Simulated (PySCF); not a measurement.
Species: C7H13 (doublet state).
Cartesian coordinates in Å at the GFN2-xTB level; atoms count from 1:
```xyz
20
C7H13 angstrom
C     -2.9284   -1.0309   -0.4172
C     -1.6601   -0.6542   -0.7569
C     -0.8606    0.2516   -0.0737
C     -1.3257    0.9213    1.1770
C      0.5292    0.5286   -0.5402
C      1.5599   -0.3029    0.2444
C      2.9771   -0.0390   -0.2457
H     -3.4268   -0.6385    0.4503
H     -3.4751   -1.7375   -1.0147
H     -1.2313   -1.0989   -1.6479
H     -1.5159    0.1886    1.9638
H     -2.2599    1.4575    1.0036
H     -0.5840    1.6295    1.5377
H      0.6263    0.2869   -1.6009
H      0.7670    1.5879   -0.4084
H      1.3199   -1.3619    0.1276
H      1.4854   -0.0589    1.3059
H      3.6921   -0.6387    0.3128
H      3.0692   -0.2900   -1.3004
H      3.2365    1.0102   -0.1199
```

The hyperfine couplings belong to this conformer and change with its torsions.

The species is `C=C[C](C)CCC` [radical].

Method: UKS B3LYP, pcH-1 on C H, non-relativistic, mean-field spin-orbit, GIAO in PySCF 2.14.0. One conformer (not necessarily the lowest) at the GFN2-xTB geometry, without solvent, vibrations or thermal averaging. Couplings are sensitive to structure, and on GFN2-xTB geometries they can be far from those on DFT ones. No stability test was run, so a lower SCF solution isn't excluded. ⟨S²⟩ is 0.774 where a pure state has 0.75.

(1) Where do the isotropic ENDOR lines of C3, C6, C1, C2, C5, C4, H11/H12/H13, H9, H8 and H14/H15 fall at 3354.1 mT, to first order?

(2) Which pairs are centred on the nuclear Larmor frequency, and which on half the coupling?

(3) At what field would the lower line of H8 fall to zero frequency?

## Answers

(1) For S = 1/2 in fast tumbling each set of equivalent nuclei gives two lines, ν± = |νn ± a/2| to first order, with νn = g_N μN B/h and μN/h = 7.62259 MHz/T.

| nuclei | isotope | g_N | νn (MHz) | a_iso (MHz) | lower line (MHz) | upper line (MHz) |
| --- | --- | --- | --- | --- | --- | --- |
| C3 | 13C | 1.4048 | 35.92 | 61.00 | 5.42 | 66.42 |
| C6 | 13C | 1.4048 | 35.92 | 51.58 | 10.13 | 61.71 |
| C1 | 13C | 1.4048 | 35.92 | 49.33 | 11.25 | 60.58 |
| C2 | 13C | 1.4048 | 35.92 | -46.01 | 12.91 | 58.92 |
| C5 | 13C | 1.4048 | 35.92 | -21.98 | 24.93 | 46.91 |
| C4 | 13C | 1.4048 | 35.92 | -21.81 | 25.01 | 46.82 |
| H11/H12/H13 | 1H | 5.5857 | 142.81 | 40.24 | 122.69 | 162.93 |
| H9 | 1H | 5.5857 | 142.81 | -38.35 | 123.64 | 161.98 |
| H8 | 1H | 5.5857 | 142.81 | -36.92 | 124.35 | 161.27 |
| H14/H15 | 1H | 5.5857 | 142.81 | 22.80 | 131.41 | 154.21 |

The rows for 13C, of low natural abundance, apply to labelled samples.

(2) Centred on νn, since |a| < 2νn: C3, C6, C1, C2, C5, C4, H11/H12/H13, H9, H8 and H14/H15. No pair has |a| > 2νn.

(3) Where νn = |a|/2, that is B = 18.46 MHz/(5.5857 × 7.62259 MHz/T) = 434 mT, as far as first order holds there.

Couplings of abundant isotopes left out: H10 (11.0 MHz) and H16/H17 (-2.7 MHz).

Class means assume fast exchange of nuclei equivalent by connectivity; if that motion is slow, each nucleus keeps its own coupling. The three 1H nuclei of mean +40.2 MHz run from 2.0 to 62.2 MHz in the frozen geometry. The 1H value of +22.8 MHz is a mean of couplings from 12.3 to 33.3 MHz in this one geometry, not an average over conformers.

The Mulliken spin populations are largest on C3 (+0.65), C1 (+0.63) and C2 (-0.25). The angles at C3 add up to 359.9°, so it is planar.
